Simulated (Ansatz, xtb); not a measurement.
**Relative energy of two isomers of C8H7F**

We compare I, `F[C@]12C=C[C@@H]3[C@H](C=C1)[C@@H]32`, a singlet, with II, `C=C1C=CC=CC(F)=C1`, a singlet. Both are isolated molecules in the gas phase, relaxed with PBE0-D3(BJ)/def2-SVP; the shapes shown needn't be the lowest conformers.

I (Å):

```xyz
16

C     0.8030    0.1382   -0.9190
C     0.4504    0.0108    0.5444
C    -0.3167   -1.0799    0.7340
C    -0.6751   -1.6995   -0.5481
C     0.4571   -2.1267   -1.5898
C     1.8764   -1.9074   -1.2839
C     2.1106   -0.6157   -0.9831
C    -0.2013   -0.7902   -1.6297
F     0.8411    1.4167   -1.4019
H     0.9375    0.6086    1.3177
H    -0.5840   -1.5015    1.7048
H    -1.5976   -2.2774   -0.6464
H     0.1520   -2.9376   -2.2562
H     2.6161   -2.7090   -1.2396
H     3.0501   -0.1885   -0.6262
H    -0.8186   -0.4205   -2.4522
```

II (Å):

```xyz
16

C    -1.9373   -1.5825   -0.4430
C    -0.6208   -1.2891   -0.5821
C     0.3653   -2.3058   -0.2170
C     1.7185   -2.2883   -0.2483
C     2.6213   -1.2371   -0.6608
C     2.3128   -0.0049   -1.1225
C     0.9917    0.5450   -1.3097
C    -0.2320    0.0228   -1.0893
F     1.0327    1.7983   -1.7882
H    -2.2613   -2.5548   -0.0669
H    -2.7116   -0.8576   -0.7021
H    -0.0872   -3.2360    0.1421
H     2.2118   -3.2048    0.0885
H     3.6856   -1.4777   -0.5871
H     3.1217    0.6777   -1.3945
H    -1.0563    0.6993   -1.3329
```

**Question.** Which of the two would you expect CCSD(T)/def2-SVP + ΔMP2/def2-TZVPP electronic energies to favour?

**Answer.** Structure II; the calculation gives E(II) − E(I) = −0.336 eV.

Level by level:

| level | geometry | E(II) − E(I) (eV) | departure from the last row (eV) | job, with rough time for the two |
| --- | --- | --- | --- | --- |
| GFN2-xTB | GFN2-xTB | +0.519 | +0.855 | optimisation, 0.15 s |
| HF/STO-3G | GFN2-xTB | +0.957 | +1.293 | single point, 0.52 s |
| r2SCAN-D4/def2-SVP | GFN2-xTB | −0.475 | −0.139 | single point, 4.9 s |
| PBE0-D3(BJ)/def2-SVP | PBE0-D3(BJ)/def2-SVP | −0.178 | +0.158 | optimisation, 43 s |
| HF/def2-SVP | PBE0-D3(BJ)/def2-SVP | −0.595 | −0.259 | part of the CCSD(T) run |
| MP2/def2-SVP | PBE0-D3(BJ)/def2-SVP | −0.021 | +0.315 | part of the CCSD(T) run |
| CCSD(T)/def2-SVP | PBE0-D3(BJ)/def2-SVP | −0.281 | +0.055 | single point |
| CCSD(T)/def2-SVP + ΔMP2/def2-TZVPP | PBE0-D3(BJ)/def2-SVP | −0.336 |  | single point, 2.2 min |

As drawn, II has 2 C=C in place of 4 C–C. Structure I has a 3-membered ring and 2 5-membered rings, II a 7-membered ring.

GFN2-xTB, HF/STO-3G put the two in the other order. MP2/def2-SVP finds them nearly level. The largest departure from CCSD(T)/def2-SVP + ΔMP2/def2-TZVPP is that of HF/STO-3G, 1.293 eV. The last row adds to CCSD(T) the change of the MP2 difference between the two basis sets, here −0.055 eV.

With thermal terms from frequencies at re-optimised GFN2-xTB minima (ideal gas, soft modes damped towards free rotors, one conformer each, 298.15 K, 1 atm): the zero-point term adds −0.056 eV; ΔH is −0.350 and ΔG −0.451 eV.

The correlated steps freeze 9 core orbitals. Mirror images aren't counted in ΔG. Programs: Ansatz 0.2.0, xtb 6.7.1; the last row on 4 threads of Arm Neoverse V1 on a shared host.
